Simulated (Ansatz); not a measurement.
Reaction (SMILES): CB(C)N -> [CH2-]B(C)N + H+
Structures are relaxed separately at B3LYP-D3(BJ)/def2-TZVP in Ansatz (a program for electronic structure), one conformer each, not searched for the lowest. Frequencies are from Ansatz.
Geometry of the first species:
SMILES: CB(C)N
```xyz
12

B     -0.0174     0.0500    -0.0002
C      1.5368    -0.2365    -0.0033
C     -1.0582    -1.1392     0.0088
N     -0.4775     1.3726    -0.0054
H      1.8221    -0.8299     0.8713
H      1.8170    -0.8386    -0.8737
H      2.1570     0.6634    -0.0096
H     -2.1030    -0.8186     0.0102
H     -0.9115    -1.7877    -0.8610
H     -0.9064    -1.7791     0.8840
H      0.1368     2.1701    -0.0112
H     -1.4541     1.6167    -0.0038
```

Wanted: gas-phase deprotonation energy (enthalpy at 298 K, with B3LYP-D3(BJ) rigid-rotor harmonic-oscillator terms), in eV. Correlated levels leave the core frozen unless marked. Spin-orbit coupling is left out. No relativistic terms. Anions need diffuse functions: aug- sets have them; def2-D sets add few; the other sets have none. CBS(X,Y): correlation extrapolated as X^-3; Hartree-Fock from the larger set. [CCSD(T)-MP2]/basis is that difference in the basis named.

```csv
level,program,gas-phase deprotonation energy (eV),minus last row
HF/6-31G*,Ansatz,17.95,1.08
SVWN5/def2-TZVPD,Ansatz,16.46,-0.41
PBE-D3(BJ)/def2-TZVPD,Ansatz + dftd3,16.79,-0.08
r2SCAN-D4/def2-TZVPD,Ansatz + dftd4,16.92,0.05
PBE0/STO-3G,Ansatz,21.18,4.31
PBE0-D4/def2-TZVPD,Ansatz + dftd4,16.95,0.08
BHLYP/def2-TZVPD,Ansatz,17.10,0.23
r2SCANh/def2-TZVPD,Ansatz,16.96,0.09
HSE06-D4/def2-TZVPD,Ansatz + dftd4,16.94,0.07
LC-wPBE/def2-TZVPD,Ansatz,17.13,0.26
B2GP-PLYP/def2-TZVPD,Ansatz,16.90,0.03
RPA@PBE/cc-pVTZ,Ansatz,17.28,0.41
SCS-MP2/6-31G*,Ansatz,17.79,0.92
SCS-MP2/aug-cc-pVDZ,Ansatz,16.81,-0.06
SCS-MP2/cc-pVTZ,Ansatz,17.19,0.32
CCSD/STO-3G,Ansatz,21.63,4.76
CCSD/aug-cc-pVDZ,Ansatz,16.88,0.01
CCSD(T)/6-31G*,Ansatz,17.76,0.89
CCSD(T)/aug-cc-pVTZ,Ansatz,16.86,-0.01
CCSD(T)/cc-pwCVTZ,Ansatz,17.14,0.27
"RI-MP2/CBS(aug-cc-pVTZ,aug-cc-pVQZ)+[CCSD(T)-MP2]/aug-cc-pVTZ",Ansatz,16.87,0.00
```
